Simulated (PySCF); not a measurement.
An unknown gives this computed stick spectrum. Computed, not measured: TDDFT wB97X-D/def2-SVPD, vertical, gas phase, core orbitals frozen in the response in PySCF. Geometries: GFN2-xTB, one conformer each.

```csv
state,E (eV),f
S1,6.02,0.012
S2,6.52,0.0008
S3,6.83,0.016
S4,7.15,0.025
S5,7.23,0.0092
S6,7.55,0.0008
S7,7.67,0.0053
S8,7.80,0.011
```

Orbital energies (eV): HOMO-3 -10.90, HOMO-2 -10.44, HOMO-1 -10.13, HOMO -9.11, LUMO 1.35, LUMO+1 1.89, LUMO+2 2.04.

**Question.** Which structure fits? All have the formula C3H9ClSSi2.
A. `C=C[SiH2]CS[SiH2]Cl`
B. `S1[SiH2][C@@H](C[Si@@H]1Cl)C`
C. `Cl[Si@@H](/C=C\[SiH3])SC`

**Answer.** B. Its S1, at 6.02 eV, is the highest among the candidates; the nearest of the others has S1 at 5.37 eV. S1 is HOMO→LUMO (90%). Löwdin shares by element: HOMO sulfur 68%, silicon 17% (atoms not listed hold the other 15%); LUMO silicon 35%, sulfur 18%, chlorine 8% (atoms not listed hold the other 39%). At the same level the other candidates give, for their lowest levels:
- `CS[Si@@H](Cl)/C=C\[SiH3]`: 5.37 eV (f 0.038); 5.78 eV (f 0.004); 5.99 eV (f 0.038); 6.56 eV (f 0.384); 6.67 eV (f 0.036); T1 4.13 eV; HOMO -8.85, LUMO 0.40 eV
- `C=C[SiH2]CS[SiH2]Cl`: 5.17 eV (f 0.003); 6.11 eV (f 0.029); 6.43 eV (f 0.062); 6.78 eV (f 0.007); 6.95 eV (f 0.002); T1 4.46 eV; HOMO -8.67, LUMO 1.03 eV
Triplets come from the Tamm–Dancoff approximation.
